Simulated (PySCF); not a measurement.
## Mn(OH)3: what the settings change

Mn(OH)3: Mn(III) (d4), charge 0. The structure is a PBE0-D3(BJ)/def2-TZVP geometry optimised for multiplicity 5; coordination trigonal planar, point group Cs, metal–donor distances 1.77–1.80 Å.

```
7

Mn    0.0000    0.0000    0.0000
O     1.7609   -0.1860    0.0000
H     2.0058   -1.1185    0.0000
O    -0.4283   -1.7523    0.0000
H    -1.3586   -1.9904    0.0000
O    -0.6034    1.6651    0.0000
H    -0.3963    2.5957    0.0000
```

Method (PySCF 2.14, density fitting): CASSCF(4,5) with orbitals averaged over all microstates of the shell, strongly contracted NEVPT2 on the averaged canonical orbitals; basis x2c-TZVPall on the metal, x2c-SVPall elsewhere; spin-free X2C; gas phase; spin-orbit coupling by state interaction with the mean-field operator over all roots.

Base run: NEVPT2 ground state 5A', next 5A' at 14918, then 5A'' at 17685 cm⁻¹, B(CASSCF) 1012, ζ 317 cm⁻¹, D -2.91 cm⁻¹, g 1.971 1.994 1.997, μeff(300 K) 4.88 μB.

Task: What happens with the basis x2c-TZVPall on all atoms?

Result: NEVPT2 ground state 5A', next 5A' at 14608, then 5A'' at 17571 cm⁻¹, B(CASSCF) 1013, ζ 318 cm⁻¹, D -2.96 cm⁻¹, g 1.970 1.994 1.997, μeff(300 K) 4.88 μB. It took 9.3 s against 8.6 s on a shared host of the same kind.

Task: What happens with orbitals averaged over the highest spin alone?

Result: NEVPT2 ground state 5A', next 5A' at 14328, then 5A'' at 17534 cm⁻¹, B(CASSCF) 1062, ζ 331 cm⁻¹, D -3.24 cm⁻¹, g 1.967 1.993 1.996, μeff(300 K) 4.87 μB.

NEVPT2 lifts 5A' from 11799 to 14918 cm⁻¹; on the d shell alone such lifts tend to overshoot. An active orbital has only 0.75 squared overlap with the free ion's shell, so the metal shell alone is a small active space here. NEVPT2 on the d shell alone tends to put d–d bands too high for such charged or covalently bound ions.
